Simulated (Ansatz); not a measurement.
The same path of ClH3Sn + H (6 atoms, charge 0, multiplicity 2) was run 3 times with different band settings. Lost on the way: Sn1–H2. Made: H2–H6.

Level of theory: UKS PBE0/def2-SVP (Ansatz).

Relaxed end points:

```xyz
6
Properties=species:S:1:pos:R:3
Sn -0.059 0.000 -0.254
H -0.021 0.000 1.452
Cl 2.190 0.000 -0.968
H -0.763 1.419 -0.893
H -0.763 -1.419 -0.893
H 0.049 0.000 4.536
```

```xyz
6
Properties=species:S:1:pos:R:3
Sn -0.036 0.000 -0.521
H 0.030 0.000 3.212
Cl 2.196 0.000 -1.318
H -0.756 1.430 -1.182
H -0.756 -1.430 -1.182
H -0.045 0.000 3.970
```

Common settings: spring 5.0 eV/Å²; start path through a guess of the saddle point; force threshold 0.05 eV/Å; iteration limit 60; end points relaxed.

| run | movable images | climbing image | optimiser |
| --- | --- | --- | --- |
| 1 | 5 | yes | quadratic models (default) |
| 2 | 1 | no | quadratic models (default) |
| 3 | 5 | from the first iteration | lbfgs |

Task: What does each run give, and how far can it be trusted?

Result: Run 1: converged after 6 iterations, highest image 0.027 eV above the first end. A vibrational analysis at the climbing image gives one clearly imaginary mode, 360i cm⁻¹: a first-order saddle point.
Run 2: converged after 18 iterations, highest image 0.107 eV above the first end. Neighbouring images differ by up to 1.3 eV, so the band resolves the path poorly. No image climbed, so the highest image needn't sit at the top of the path. Another band between the same ends, with other settings, climbed to 0.027 eV only, so this may not be the lowest route. So few images can step over the top or miss a turn of the path.
Run 3: converged after 16 iterations, highest image 0.027 eV above the first end. Another band between the same ends (5 images) ends at a top of the same energy, where a vibrational analysis finds 1 clearly imaginary mode.
